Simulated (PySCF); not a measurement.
CH4OTe, SMILES CO[TeH].

Geometry: PBE-D3(BJ)/def2-SVP. The def2 effective core potentials stand for the cores of Te; spin–orbit coupling is left out.

Method: TDDFT-B3LYP/def2-SVPD (PySCF).

Vertical excitations. 

Computed UV-visible absorptions:
```
state  energy (eV)  λ (nm)      f                          main pairs
-----  -----------  ------  -----  ----------------------------------
S1            2.82     440  0.001                     HOMO→LUMO 100 %
S2            4.16     298  0.001                    HOMO−1→LUMO 98 %
S3            4.47     277  0.012                    HOMO→LUMO+1 99 %
S4            5.68     218  0.109                    HOMO−2→LUMO 85 %
S5            6.13     202  0.085                    HOMO→LUMO+2 86 %
S6            6.18     201  0.060  HOMO→LUMO+3 71 %, HOMO→LUMO+4 21 %
S7            6.23     199  0.057                  HOMO−1→LUMO+1 86 %
S8            6.31     196  0.039  HOMO→LUMO+4 72 %, HOMO→LUMO+3 16 %
S9            6.46     192  0.008  HOMO−3→LUMO 67 %, HOMO→LUMO+5 30 %
S10           6.53     190  0.013  HOMO→LUMO+5 66 %, HOMO−3→LUMO 28 %
T1            2.13     583      0                      HOMO→LUMO 99 %
T2            3.65     340      0                    HOMO−1→LUMO 97 %
T3            3.95     314      0                    HOMO→LUMO+1 96 %
T4            4.47     278      0                    HOMO−2→LUMO 95 %
```
Triplets are in the Tamm–Dancoff approximation, which puts them higher than full response would, so one can lie above its singlet here.
